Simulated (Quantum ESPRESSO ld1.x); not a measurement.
Values are calculated unless marked as measured or tabulated.
Q: The manganese ion Mn8+, 17 electrons, occupied as [Ne] 3s2 3p5 (the NIST ground configuration). Code: ld1.x of Quantum ESPRESSO 7.5. Model: scalar-relativistic Kohn-Sham, LDA (Slater exchange, Perdew-Wang correlation), spin-polarised, spherical densities, point nucleus; open shells are filled with parallel spins first. Some entries of the table are withheld. Estimate them.

| orbital | occ. | eigenvalue (eV) | <r> (bohr) | <1/r> (bohr^-1) |
|---|---|---|---|---|
| 1s up | 1 | -6594.97 | 0.06102 | 24.88 |
| 1s down | 1 | -6594.33 | 0.06102 | 24.88 |
| 2s up | 1 | -923.800 | (1) | 5.303 |
| 2s down | 1 | -923.188 | (2) | 5.304 |
| 2p up | 3 | -811.638 | 0.2467 | 5.206 |
| 2p down | 3 | -810.882 | 0.2467 | 5.206 |
| 3s up | 1 | (3) | 0.7804 | 1.828 |
| 3s down | 1 | (4) | 0.7817 | 1.824 |
| 3p up | 3 | -210.834 | 0.7920 | 1.735 |
| 3p down | 2 | -208.886 | 0.7938 | 1.732 |

A: 
(1) 2s up <r> (bohr): 0.2794
(2) 2s down <r> (bohr): 0.2793
(3) 3s up eigenvalue (eV): -243.478
(4) 3s down eigenvalue (eV): -241.499
